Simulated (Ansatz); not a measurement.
Two isomers of C2H9InO: A = `[CH3][InH-]([CH3])[OH2+]`, B = `C[O+](C)[InH3-]`.

Program: Ansatz. Geometries: PBE0-D4/def2-TZVP. ΔE: electronic, gas phase. CCSD(T)/CBS adds triple-zeta CCSD(T) − MP2 to the extrapolated MP2 energy (def2 sets, frozen cores). DFT in def2-TZVPP. B3LYP here is the variant with VWN-RPA as its local correlation; programs differ in this. def2 core potentials past Kr. For In outer-core shells are correlated without core-valence functions, which leaves a few kJ/mol of doubt a bond. One conformer a species, not always the lowest.

Q: Which isomer does CCSD(T)/CBS put lower? Give the gap. (Best estimate.)

A: Computed: A, by 130.6 kJ/mol.

Q: Give E(B) − E(A) in kJ/mol with CCSD(T)/def2-TZVPP, MP2/def2-TZVPP, B3LYP-D4, ωB97M-V, r2SCAN-D4, CCSD/def2-TZVPP, PBE0-D4. (Best estimate.)

A: The calculation gave: CCSD(T)/def2-TZVPP 124.7, MP2/def2-TZVPP 142.7, B3LYP-D4 109.3, ωB97M-V 118.0, r2SCAN-D4 118.7, CCSD/def2-TZVPP 121.6, PBE0-D4 118.7. None reverses the order clearly.

Q: Does the order hold for the free energy at 298.15 K (harmonic terms from PBE0-D4)? (Estimate.)

A: Ansatz gave: Yes: G(B) − G(A) = +133.8 kJ/mol, for one conformer each.

Largest T1 diagnostic: 0.012.

Leaving LDA and LC-ωPBE aside and taking each functional with its dispersion term where it has one, the values, not all of them listed here, spread over 30.5 kJ/mol, from B97M-V to PBE-QIDH. LDA lies −16.5 kJ/mol from PBE without D4. From BLYP to BHLYP (50 % exact exchange), in def2-TZVPP and without D4, E(B) − E(A) moves by −9.3 kJ/mol.
